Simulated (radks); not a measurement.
The numbers below are computed, except where a source is named.
Species: Nb III. Configuration: [Kr] 4d3 (the NIST ground configuration).

Level of theory: scalar-relativistic Kohn-Sham, HCTH/407, spin-polarised, spherical densities, point nucleus; open shells are filled with parallel spins first (spin-orbit coupling, left out, can overturn this in heavy ions) (a radial shooting solver on a logarithmic mesh with Libxc functionals).

Energy parts (hartree):
part                       energy
total                 -3821.38773
kinetic                3934.19142
electron-nucleus      -9181.26081
Hartree                1546.61937
exchange-correlation   -120.93771

Orbitals (lengths in bohr, moments of r in powers of bohr; r(90%) holds 90 % of the orbital's charge):
orbital  occ.  eigenvalue (hartree)     <r^2>  r(90%)
1s down     1             -691.5989  0.001759  0.0647
1s up       1             -691.5985  0.001759  0.0647
2s up       1             -97.46637   0.02945   0.244
2s down     1             -97.45367   0.02945   0.244
2p up       3             -87.16740   0.02317   0.224
2p down     3             -87.15803   0.02317   0.224
3s up       1             -16.84281    0.2247   0.654
3s down     1             -16.83732    0.2247   0.654
3p up       3             -13.46780    0.2306   0.673
3p down     3             -13.46149    0.2306   0.673
3d up       5              -7.94450    0.2245   0.691
3d down     5              -7.93367    0.2243   0.691
4s up       1              -2.83307     1.516    1.69
4s down     1              -2.75481     1.498    1.67
4p up       3              -1.95473     1.904    1.91
4p down     3              -1.86749     1.908    1.92
4d up       3              -0.74302     3.835    2.80
4d down     0              -0.67501     4.114    2.94
5s down     0              -0.62411     7.834    3.58
5s up       0              -0.62304     10.35    4.43
5p up       0              -0.44737     15.95    5.51
5p down     0              -0.39432     8.813    3.80

The highest occupied level is 4d up at -20.219 eV. Spin moment in Bohr magnetons: 3. For comparison, the ionisation energy in NIST's Atomic Spectra Database is 25.040 eV (semi-empirical). In exact Kohn-Sham theory the highest level is minus the ionisation energy, but local and semilocal functionals leave it too shallow, through self-interaction and a potential that decays too fast; potentials with the right tail come closer. The density falls to 0.001 e/bohr^3 at r = 3.55 bohr. Summed over all electrons, <r^2> = 30.23 bohr^2, which gives a Langevin (diamagnetic) susceptibility term of -23.9 x 10^-6 cm^3/mol.
